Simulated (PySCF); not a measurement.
**Computed properties of CH₅ClF₂Si₂, SMILES C[Si](F)(F)[SiH2]Cl**

CH5ClF2Si2, SMILES [SiH2](Cl)[Si](F)(F)C. Geometry: B3LYP-D3(BJ)/def2-SVP. The structure was generated by enumeration, and PubChem lists no compound with its InChIKey, so it may never have been made. Other conformers were not sampled. All values are computed for the isolated molecule unless a solvent is named; none is compared with measurement here.

**Structure.** All 27 harmonic modes at B3LYP-D3(BJ)/def2-SVP (PySCF) are real, so it is a minimum. With heavy atoms numbered as in [CH3:1][Si:2]([F:3])([F:4])[SiH2:5][Cl:6], the shortest bond between them is Si2–F3 at 1.626 Å and the longest Si2–Si5 at 2.342 Å.

**Vibrations.** The strongest infrared lines (harmonic, unscaled, degenerate partners summed) lie at 782 cm⁻¹ (259 km/mol, H 74 %, C 14 %, Si 11 %), 946 cm⁻¹ (159 km/mol, H 56 %, Si 24 %, F 19 %), 833 cm⁻¹ (136 km/mol, H 58 %, Si 23 %, F 10 %, C 9 %). The softest mode is at 37 cm⁻¹ and the zero-point energy is 39.0 kcal/mol.

**Electronic structure.** PBE0/def2-TZVP (PySCF) places the frontier levels at -8.29 and -0.94 eV, a gap of 7.35 eV, and gives a dipole moment of 1.59 D and a mean polarisability of 73.3 bohr³. PBE/def2-TZVP (PySCF) at the same geometry gives -7.02 and -1.79 eV, so its gap is 2.12 eV narrower. An orbital gap is neither the optical nor the fundamental gap.

**Excitations.** TDA-ωB97X/def2-SVPD (PySCF) has S1 at 6.46 eV (192 nm, f = 0.019, weak); the most intense of the 10 singlets computed lies at 8.70 eV (f = 0.27). T1 (TDA) is at 5.75 eV, 0.71 eV under S1. TDA-PBE/def2-SVPD (PySCF) puts S1 at 5.51 eV. No vertical singlet excitation falls in the visible range (under 3.1 eV).

**NMR.** GIAO shifts at HF/pcSseg-1 (PySCF) (non-relativistic, atoms alike by connectivity averaged): ¹³C at 0.4 ppm against TMS; ¹H from 0.9 to 4.9 ppm against TMS; ²⁹Si from -31.5 to 11.0 ppm against TMS; ¹⁹F at -122.8 ppm against CFCl3. Without spin–orbit terms, shifts of atoms bonded to Cl or Br come out too high.

**Solvation.** SMD-PBE0/6-31G* (PySCF) gives 0.0 kcal/mol in water, -4.5 kcal/mol in dichloromethane, -3.1 kcal/mol in benzene (1 M in both phases, gas-phase geometry); of these solvents dichloromethane holds the molecule best.
